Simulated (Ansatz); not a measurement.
Calculated with Ansatz (gas phase, PBE0-D4/def2-TZVP geometries, no zero-point term in ΔE). CBS: MP2 limit from def2 TZ/QZ plus the TZ coupled-cluster correction, frozen cores. DFT in def2-TZVPP. For Ge outer-core shells are correlated without core-valence functions, which leaves a few kJ/mol of doubt a bond. Scalar relativity is left out up to krypton. Each species was taken in one conformer, which may not be the lowest.

Reaction (formal exchange of groups at the Si–N bond): `C[N]([GeH3])[SiH2]F` + `C=COC` → `C=CO[SiH2]F` + `C[N](C)[GeH3]`

(1) Is it downhill or uphill in electronic energy at CCSD(T)/CBS, and by how much? (Estimate.)

(2) What do these levels give: r2SCAN-D4, PBE0-D4, ωB97M-V, B2PLYP, PBE, r2SCAN, HF/def2-TZVPP, MP2/def2-TZVPP, SCS-MP2/def2-TZVPP, CCSD(T)/def2-TZVPP, SCS-MP2/def2-QZVPP, HF/CBS(def2)? (Estimate.)

Largest T1 diagnostic among the species: 0.012.

Results:

(1) Ansatz gave: Downhill: ΔE = -0.31 eV.

(2) The calculation gave: r2SCAN-D4 -0.29, PBE0-D4 -0.27, ωB97M-V -0.29, B2PLYP -0.32, PBE -0.27, r2SCAN -0.29, HF/def2-TZVPP -0.39, MP2/def2-TZVPP -0.31, SCS-MP2/def2-TZVPP -0.32, CCSD(T)/def2-TZVPP -0.30, SCS-MP2/def2-QZVPP -0.33, HF/CBS(def2) -0.39 eV.

In def2-TZVPP, CCSD(T) changes the Hartree–Fock value by +0.08 eV (the triples alone add +0.02 eV) and MP2 by +0.07 eV. The D4 term adds +0.03 eV with B3LYP and +0.02 eV with PBE0; it sums over pairs of atoms, weighted by their polarisabilities, and B3LYP, whose exchange is more repulsive, gets the larger term.

B3LYP here is the variant with VWN-RPA as its local correlation; programs differ in this.
